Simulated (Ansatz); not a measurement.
Reaction (ligand exchange at the Si–F bond): `C=C[SiH](F)Cl` + HBr → `C=C[SiH](Cl)Br` + H–F

Program: Ansatz. Geometries: PBE0-D4/def2-TZVP. ΔE: electronic, gas phase. CCSD(T)/CBS adds triple-zeta CCSD(T) − MP2 to the extrapolated MP2 energy (def2 sets, frozen cores). This one scheme is used for every species. DFT in def2-TZVPP. HSE06 is defined as in plane-wave codes. For Br outer-core shells are correlated without core-valence functions, which leaves a few kJ/mol of doubt a bond. Scalar relativity is left out up to krypton. Each species was taken in one conformer, which may not be the lowest.

```
         species  HSE06-D4 energy (Eh)
 `C=C[SiH](F)Cl`            -927.87099
             HBr           -2574.46326
`C=C[SiH](Cl)Br`           -3401.92963
             H–F            -100.39003
```

(1) Work out ΔE.

(2) What do rigid-rotor, harmonic-oscillator terms from PBE0-D4/def2-TZVP frequencies (298.15 K, 1 bar) make of the CCSD(T)/CBS value? (An estimate is asked.)

Largest T1 diagnostic among the species: 0.011.

Answers

(1) ΔE = (-3401.92963) + (-100.39003) − (-927.87099) − (-2574.46326) = 0.01459 Eh = +0.40 eV. CCSD(T)/CBS gives +0.45 eV.

(2) Computed: ΔZPE = +0.04 eV, ΔH = +0.51 eV, ΔS = -1 J/(mol·K), ΔG = +0.51 eV.

At CCSD(T), def2-SVP lies +0.11 eV from the extrapolated value and def2-TZVPP +0.07 eV. In def2-TZVPP, CCSD(T) changes the Hartree–Fock value by −0.16 eV (the triples alone add −0.03 eV) and MP2 by −0.25 eV.
